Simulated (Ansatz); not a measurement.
`CSBO[SiH3]` + H₂ → `BO[SiH3]` + CH₃SH at 600 K and 1 bar (hydrogenolysis of a B–S bond).

Computed with Ansatz on PBE0-D4/def2-TZVP structures; ΔE is electronic, products minus reactants. CCSD(T)/CBS adds triple-zeta CCSD(T) − MP2 to the extrapolated MP2 energy (def2 sets, frozen cores). This one scheme is used for every species. Each species was taken in one conformer, which may not be the lowest.

```tsv
species	CCSD(T)/CBS energy (Eh)	H − E (kJ/mol)	S (J/(mol·K))
`CSBO[SiH3]`	-829.19213	285.1	484.7
H₂	-1.17544	43.9	150.8
`BO[SiH3]`	-392.11480	178.4	358.6
CH₃SH	-438.22835	152.3	296.8
```

H − E and S are ideal-gas, rigid-rotor, harmonic terms from PBE0-D4/def2-TZVP, for one conformer and one mirror image of each species. The MP2-based limit puts H₂ 0.8 mEh under its directly extrapolated value; such offsets cancel only in part. 1 Eh = 2625.50 kJ/mol, R = 8.31446 J/(mol·K).

**Question.** By hand: ΔE, ΔH, ΔS and ΔG.

**Answer.** ΔE = (-392.11480) + (-438.22835) − (-829.19213) − (-1.17544) = 0.02442 Eh = 64.1 kJ/mol. Δ(H − E) = 178.4 + 152.3 − 285.1 − 43.9 = 1.7, so ΔH = 65.8 kJ/mol. ΔS = 358.6 + 296.8 − 484.7 − 150.8 = 19.9 J/(mol·K). ΔG = 65.8 − 600 × (19.9)/1000 = 53.9 kJ/mol.

**Question.** By hand: the equilibrium constant, and the temperature at which ΔG would vanish if ΔH and ΔS stayed fixed.

**Answer.** log₁₀ K = −ΔG/(RT ln 10) = -4.7. ΔG = 0 at ΔH/ΔS = 3307 K, far beyond where these terms or the molecules hold.

ΔH outweighs TΔS. A doubt of 5 kJ/mol in ΔE shifts log₁₀ K by 0.4 here. Other conformers and mirror images would add mixing entropy, several J/(mol·K) or more a flexible species. Modes under 60 cm⁻¹, often nearly free rotors, make the harmonic entropy too high. These are equilibria of isolated gas molecules and say nothing of rates. Largest T1 diagnostic: 0.013 (customary marks: 0.02 for closed shells, 0.045 for open ones).
